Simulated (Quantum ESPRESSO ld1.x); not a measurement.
The numbers below are computed, except where a source is named.
A nucleus of charge 59.1 with 58 electrons, configuration [Xe] 4f3 6s1. Level of theory: Dirac Kohn-Sham, LDA (Slater exchange, Perdew-Zunger correlation), spin-unpolarised, spherical densities, point nucleus; open shells are shared between the two j in proportion to 2j + 1 (ld1.x of Quantum ESPRESSO 7.5).

Unscreened Slater integrals over Kohn-Sham orbitals (cm^-1). Large and small components are both included.

| integral | value |
|---|---|
| F0(4f7/2,4f7/2) | 181600 |
| F2(4f7/2,4f7/2) | 82050 |
| F4(4f7/2,4f7/2) | 50692 |
| F6(4f7/2,4f7/2) | 36254 |
| F0(4f7/2,4f5/2) | 182900 |
| F2(4f7/2,4f5/2) | 82725 |
| F4(4f7/2,4f5/2) | 51125 |
| G2(4f7/2,4f5/2) | 82605 |
| G4(4f7/2,4f5/2) | 51055 |
| G6(4f7/2,4f5/2) | 36518 |
| F0(4f7/2,6s1/2) | 63996 |
| G3(4f7/2,6s1/2) | 3469.2 |
| F0(4f7/2,5p3/2) | 128410 |
| F2(4f7/2,5p3/2) | 48090 |
| G2(4f7/2,5p3/2) | 29544 |
| G4(4f7/2,5p3/2) | 21856 |
| F0(4f5/2,4f5/2) | 184210 |
| F2(4f5/2,4f5/2) | 83417 |
| F4(4f5/2,4f5/2) | 51570 |
| F0(4f5/2,6s1/2) | 64076 |
| G3(4f5/2,6s1/2) | 3367.8 |
| F0(4f5/2,5p3/2) | 128890 |
| F2(4f5/2,5p3/2) | 47931 |
| G2(4f5/2,5p3/2) | 29129 |
| G4(4f5/2,5p3/2) | 21605 |
| F0(6s1/2,6s1/2) | 49854 |
| F0(6s1/2,5p3/2) | 61396 |
| G1(6s1/2,5p3/2) | 5360.8 |
| F0(5p3/2,5p3/2) | 110970 |
| F2(5p3/2,5p3/2) | 59576 |
